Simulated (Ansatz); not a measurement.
Basis sets compared for the cluster AlCu2. Total charge 0; doublet. Geometry PBE-D4/def2-TZVP. Ansatz on 4 threads of AMD EPYC 9R45 on a shared host; times are rough, and most runs start from earlier orbitals.

Cartesian coordinates in Å:
```
Al 0.2445 -1.3446 -0.5088
Cu 1.0195 0.9205 0.1520
Cu -1.2639 0.4240 0.3568
```

The structure comes from a short search, and lower isomers may exist.

Binding counts from free atoms (Al doublet, Cu doublet) in the same basis, without a counterpoise term.

| level | functions | energy (Eh) | HOMO (eV) | LUMO (eV) | binding per atom (eV) | wall time |
| --- | --- | --- | --- | --- | --- | --- |
| PBE-D4/def2-SVP | 80 | -3522.2823 | -4.12 | -3.52 | 1.73 | 0.55 s |
| PBE-D4/def2-TZVP | 127 | -3522.8796 | -4.38 | -3.74 | 1.48 | 0.7 s |
| r2SCAN-D4/def2-TZVP | 127 | -3523.4272 | -4.60 | -3.43 | 1.46 | 2 s |
| PBE0-D4/def2-SVP | 80 | -3522.2974 | -4.70 | -2.59 | 1.41 | 0.75 s |
| PBE0-D4/def2-TZVP (with forces) | 127 | -3522.8742 | -4.94 | -2.76 | 1.24 | 2.6 s |

**Question.** Estimate the rows for PBE-D4/def2-TZVPD, r2SCAN-D4/def2-TZVPD, PBE0-D4/def2-TZVPD.

**Answer.** 
| level | functions | energy (Eh) | HOMO (eV) | LUMO (eV) | binding per atom (eV) | wall time |
| --- | --- | --- | --- | --- | --- | --- |
| PBE-D4/def2-TZVPD | 139 | -3522.8802 | -4.39 | -3.75 | 1.48 | 0.9 s |
| r2SCAN-D4/def2-TZVPD | 139 | -3523.4277 | -4.61 | -3.43 | 1.46 | 2.5 s |
| PBE0-D4/def2-TZVPD | 139 | -3522.8748 | -4.96 | -2.77 | 1.25 | 1.5 s |
